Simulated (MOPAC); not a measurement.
Input for MOPAC: PM6 on MnCl, 2S+1 = 7, a spin state set in the input, which need not be the lowest, a point of a bond scan (R = 2.245 Å).

```
PM6 1SCF PRECISE CHARGE=0 UHF MS=3 THREADS=1
ClMn

Mn     0.00000000 1     0.00000000 1     0.00000000 1
Cl     0.00000000 1     0.00000000 1     2.24482000 1
```

It printed:

```
*******************************************************************************
 **                                                                           **
 **                              MOPAC v23.2.5                                **
 **                                                                           **
 *******************************************************************************
 ** MOPAC's Digital Object Identifier: https://doi.org/10.5281/zenodo.6511958 **
 **                                                                           **
 ** Please cite the open-source release paper for use of this MOPAC version:  **
 ** J. E. Moussa and J. J. P. Stewart (2026)                                  **
 ** MOPAC: An open-source semiempirical molecular orbital program             **
 ** J. Open Source Softw., 11(119), 8025, https://doi.org/10.21105/joss.08025 **
 *******************************************************************************

                              PM6 CALCULATION RESULTS

 *******************************************************************************
 *  PM6        - The PM6 Hamiltonian to be used
 *  UHF        - UNRESTRICTED HARTREE-FOCK CALCULATION
 *
 *
 *
 *                 CHARGE ON SYSTEM = 0
 *
 *
 *
 *  MS=        - IN MECI, MAGNETIC COMPONENT OF SPIN =  3.0
 *  PRECISE    - TIGHTER CRITERIA TO BE USED
 *  1SCF       - DO 1 SCF AND THEN STOP
 *  THREADS=1  - MULTI-THREADING NOT USED
 *  T=         - A TIME OF 172800.0 SECONDS REQUESTED
 *  DUMP=N     - RESTART FILE WRITTEN EVERY 7200.0 SECONDS REQUESTED
 *******************************************************************************
PM6 1SCF PRECISE CHARGE=0 UHF MS=3 THREADS=1
 ClMn

   ATOM   CHEMICAL          X               Y               Z
  NUMBER   SYMBOL      (ANGSTROMS)     (ANGSTROMS)     (ANGSTROMS)

     1      Mn          0.00000000  *   0.00000000  *   0.00000000  *
     2      Cl          0.00000000  *   0.00000000  *   2.24482000  *



          CARTESIAN COORDINATES

    NO.       ATOM           X           Y           Z

     1        Mn          0.0000      0.0000      0.0000
     2        Cl          0.0000      0.0000      2.2448

 General Reference for PM6:
 "Optimization of Parameters for Semiempirical Methods V: Modification of NDDO Approximations
 and Application to 70 Elements", J. J. P. Stewart, J. Mol. Mod., 13, 1173-1213 (2007)
 URL: https://link.springer.com/article/10.1007/s00894-007-0233-4

           Empirical Formula: Mn Cl  =     2 atoms



      MOLECULAR POINT GROUP   :   C*v


          UHF CALCULATION, NO. OF ALPHA ELECTRONS =   10
                           NO. OF BETA  ELECTRONS =    4

 -------------------------------------------------------------------------------
 PM6 1SCF PRECISE CHARGE=0 UHF MS=3 THREADS=1
 ClMn



     1SCF WAS SPECIFIED, SO BFGS WAS NOT USED
     SCF FIELD WAS ACHIEVED


                              PM6 CALCULATION
                                                       MOPAC v23.2.5 Linux




          FINAL HEAT OF FORMATION =         41.75740 KCAL/MOL =     174.71295 KJ/MOL


          COSMO AREA              =         96.40 SQUARE ANGSTROMS
          COSMO VOLUME            =         83.70 CUBIC ANGSTROMS

          IONIZATION POTENTIAL    =          7.308895 EV
          ALPHA SOMO LUMO (EV)    =         -7.309  4.348
          BETA  SOMO LUMO (EV)    =         -9.679 -0.839
          NO. OF ALPHA ELECTRONS  =         10
          NO. OF BETA  ELECTRONS  =          4
          MOLECULAR WEIGHT        =         90.3910         POINT GROUP:  C*v

          MOLECULAR DIMENSIONS (Angstroms)

            Atom       Atom       Distance
           Cl     2   Mn     1     2.24482
           Cl     2   Mn     1     0.00000
           Mn     1   Cl     2     0.00000


          SCF CALCULATIONS        =          1





   ATOM   CHEMICAL          X               Y               Z
  NUMBER   SYMBOL      (ANGSTROMS)     (ANGSTROMS)     (ANGSTROMS)

     1      Mn          0.00000000  *   0.00000000  *   0.00000000  *
     2      Cl          0.00000000  *   0.00000000  *   2.24482000  *

                             CARTESIAN COORDINATES

   1   Mn        0.000000000     0.000000000     0.000000000
   2   Cl        0.000000000     0.000000000     2.244820000


           Empirical Formula: Mn Cl  =     2 atoms



      MOLECULAR POINT GROUP   :   C*v


          ALPHA EIGENVALUES
 -25.60291 -12.29492 -10.09366 -10.09366  -9.08158  -9.08158  -8.91092  -8.61845
  -8.61845  -7.30889   4.34813   4.34813   5.19990  95.09592  95.18947  95.18947
  95.43426  95.43426


           BETA EIGENVALUES
 -24.63429 -11.33170  -9.67949  -9.67949  -0.83913  -0.34044  -0.34044  -0.16206
  -0.16206   0.63398  10.35100  10.35100  10.42615  95.39809  95.42918  95.42918
  95.49098  95.49098


              NET ATOMIC CHARGES AND DIPOLE CONTRIBUTIONS

  ATOM NO.   TYPE          CHARGE      No. of ELECS.   s-Pop       p-Pop       d-Pop
    1         Mn           0.522220        6.4778     1.14622     0.23935     5.09221
    2         Cl          -0.522220        7.5222     1.99462     5.52677     0.00083
 DIPOLE           X         Y         Z       TOTAL
 POINT-CHG.     0.000     0.000    -5.631     5.631
 HYBRID         0.000    -0.000     0.649     0.649
 SUM            0.000    -0.000    -4.981     4.981


          ATOMIC ORBITAL ELECTRON POPULATIONS

     Atom    s        px        py        pz      x^2-y^2     xz        z^2       yz        xy
    1 Mn   1.14622   0.02647   0.02647   0.18640   0.99999   1.01838   1.05547   1.01838   0.99999
    2 Cl   1.99462   1.95498   1.95498   1.61680   0.00001   0.00016   0.00049   0.00016   0.00001


                    (SZ)    =    3.000000
                    (S**2)  =   12.003015


          ATOMIC ORBITAL SPIN POPULATIONS

    Atom   Total    s     px     py     pz   x^2-y^2  xz     z^2    yz     xy
         Atomic
    1 Mn  5.8000  0.804  0.011  0.011  0.102  1.000  0.978  0.914  0.978  1.000
    2 Cl  0.2000  0.000  0.010  0.010  0.178  0.000  0.000  0.000  0.000  0.000

 **********************
 *                    *
 * JOB ENDED NORMALLY *
 *                    *
 **********************




 == MOPAC DONE ==
```

The run finished.

Cost: about 0.020 core-seconds (a rough figure).
